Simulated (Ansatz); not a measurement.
FGaH7NSi2, SMILES `[F][GaH][N]([SiH3])[SiH3]`. Charge 0, multiplicity 1. All single points use the PBE0-D4/def2-TZVP geometry. It is one conformer, not always the lowest.

```xyz
12

F    -1.824   -2.293    0.695
Ga   -0.124   -1.859    0.584
N     0.031   -0.120    0.038
Si    1.591    0.606   -0.167
Si   -1.407    0.814   -0.278
H     0.961   -2.898    0.928
H     2.618   -0.418    0.174
H     1.770    1.782    0.725
H     1.806    1.054   -1.569
H    -2.216    0.218   -1.370
H    -0.955    2.171   -0.697
H    -2.252    0.943    0.935
```

Task: What is the dipole moment at PBE/def2-TZVPP? (Estimate.)

Result: Ansatz gave: 1.74 D, with components (1.74, -0.01, 0.03) D in this frame, pointing from negative to positive charge.

Task: And with r2SCAN, B3LYP, ωB97M-V? (Estimate.)

Result: Computed: r2SCAN 1.81 D, B3LYP 1.88 D, ωB97M-V 1.87 D.

Task: Give the Mulliken charges with PBE, B3LYP, ωB97M-V in def2-TZVPP. (Estimate.)

Result: Computed: 
| atom | PBE | B3LYP | ωB97M-V |
| --- | --- | --- | --- |
| F1 | -0.35 | -0.40 | -0.39 |
| Ga2 | 0.41 | 0.49 | 0.48 |
| N3 | -0.22 | -0.32 | -0.39 |
| Si4 | 0.23 | 0.30 | 0.20 |
| Si5 | 0.24 | 0.31 | 0.21 |
| H6 | 0.01 | 0.01 | 0.05 |
| H7 | -0.05 | -0.07 | -0.03 |
| H8 | -0.05 | -0.07 | -0.03 |
| H9 | -0.05 | -0.07 | -0.03 |
| H10 | -0.05 | -0.06 | -0.02 |
| H11 | -0.05 | -0.07 | -0.03 |
| H12 | -0.05 | -0.06 | -0.02 |

B3LYP here is the variant with VWN-RPA as its local correlation; programs differ in this.
